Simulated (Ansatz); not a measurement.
Energy difference R1 → P1 + P2, each structure at its B3LYP-D3(BJ)/def2-TZVP stationary point, reached from a drawn start (curvature not checked).
R1, F4Zr (SMILES [F][Zr]([F])([F])[F]) (charge 0, multiplicity 1):
```xyz
5

Zr     0.0000     0.0000     0.0000
F      1.1068     1.0874     1.1067
F      1.0937    -1.1059    -1.1013
F     -1.0884     1.1131    -1.0993
F     -1.1121    -1.0947     1.0940
```
P1, F3Zr (SMILES [F][Zr]([F])[F]) (charge 0, multiplicity 2, Z-matrix in Å and degrees):
```
Zr
F 1 1.9148
F 1 1.9148 2 119.99
F 1 1.9148 2 120.00 3 179.51
```
P2: F atom, charge 0, multiplicity 2.

P less R. No zero-point or thermal terms; singlets are restricted closed shells; open shells are unrestricted; no spin–orbit coupling. The spin states of the d-block species are the ones drawn and need not be the lowest.

Cores are frozen in the correlated methods.

Run with Ansatz (a program for electronic structure). All values are computed, each at the level named. Elements past Kr take the def2 small-core potentials, without spin–orbit coupling.

Total energies in hartree:

```csv
structure,PBE/def2-TZVPP,B3LYP/def2-TZVPP,CCSD(T)/def2-QZVPP
R1,-446.609131,-446.982343,-446.101136
P1,-346.683944,-346.967120,-346.198845
P2,-99.669123,-99.770147,-99.651180
```

Q: Work out the reaction energy at each level in kcal/mol (1 hartree = 627.50947 kcal/mol), and say how far PBE/def2-TZVPP lies from CCSD(T)/def2-QZVPP.

A: 
- PBE/def2-TZVPP: (-346.683944) + (-99.669123) − (-446.609131) = 0.256064 hartree = 160.68 kcal/mol
- B3LYP/def2-TZVPP: (-346.967120) + (-99.770147) − (-446.982343) = 0.245076 hartree = 153.79 kcal/mol
- CCSD(T)/def2-QZVPP: (-346.198845) + (-99.651180) − (-446.101136) = 0.251111 hartree = 157.57 kcal/mol
PBE/def2-TZVPP less CCSD(T)/def2-QZVPP: 3.11 kcal/mol. CCSD(T)/def2-QZVPP is the level counted from, the highest shown, and no exact or measured value.
